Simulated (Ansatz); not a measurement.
Consider the formal exchange of groups at a Zr–Cl bond: `[OH][Zr]([OH])([Cl])[Cl]` + benzene → `[OH][Zr]([OH])([Cl])[c]1ccccc1` + HCl.

Gas-phase electronic energies from Ansatz, PBE0-D4/def2-TZVP geometries. CBS: MP2 limit from def2 TZ/QZ plus the TZ coupled-cluster correction, frozen cores. This one scheme is used for every species. Functionals use def2-TZVPP. Elements past krypton have def2 core potentials. For Zr outer-core shells are correlated without core-valence functions, which leaves a few kJ/mol of doubt a bond. Each species was taken in one conformer, which may not be the lowest.

`[OH][Zr]([OH])([Cl])[Cl]`:

```xyz
7

O     1.460    0.847   -0.126
Zr   -0.036   -0.304   -0.282
O    -1.345    0.119    1.020
Cl   -0.980   -0.048   -2.427
Cl    0.673   -2.530    0.040
H     2.144    1.484    0.057
H    -1.915    0.432    1.717
```

`c1ccccc1`:

Z-matrix (Å, degrees):
```
C
C 1 1.387
C 1 1.388 2 120.0
H 1 1.084 2 120.0 3 -180.0
C 2 1.387 1 120.0 3 -0.0
H 2 1.084 1 120.0 3 180.0
C 3 1.387 1 120.0 2 0.0
H 3 1.084 1 120.0 2 180.0
C 5 1.388 2 120.0 1 0.0
H 5 1.084 2 120.0 1 180.0
H 7 1.084 3 120.0 1 180.0
H 9 1.084 5 120.0 2 180.0
```

`[OH][Zr]([OH])([Cl])[c]1ccccc1`:

```xyz
17

O    -3.144    1.055   -0.074
Zr   -1.868    0.464    1.216
O    -1.310    1.802    2.458
Cl   -2.608   -1.496    2.328
C    -0.059   -0.057    0.059
C    -0.148   -0.536   -1.254
C     0.979   -0.940   -1.955
C     2.227   -0.872   -1.354
C     2.346   -0.399   -0.055
C     1.215    0.004    0.639
H    -3.872    1.486   -0.513
H    -1.295    2.545    3.055
H    -1.115   -0.593   -1.748
H     0.885   -1.308   -2.971
H     3.110   -1.187   -1.900
H     3.322   -0.344    0.415
H     1.334    0.376    1.653
```

HCl:

Z-matrix (Å, degrees):
```
Cl
H 1 1.279
```

```tsv
level	ΔE (kJ/mol)
r2SCAN0-D4	210.2
LC-ωPBE	213.5
MP2/def2-SVP	193.7
MP2/def2-TZVPP	193.5
```

(1) What does CCSD(T)/CBS give? (Estimate.)

Largest T1 diagnostic among the species: 0.016.

Results:

(1) Computed: +198.6 kJ/mol. The listed levels differ from it by 11.6, 14.9, -4.9, -5.1 kJ/mol.

From BLYP to BHLYP (50 % exact exchange), in def2-TZVPP and without D4, ΔE moves by +9.8 kJ/mol. Leaving LDA and LC-ωPBE aside and taking each functional with its dispersion term where it has one, the values, not all of them listed here, spread over 18.7 kJ/mol, from revPBE-D4 to B97M-V.
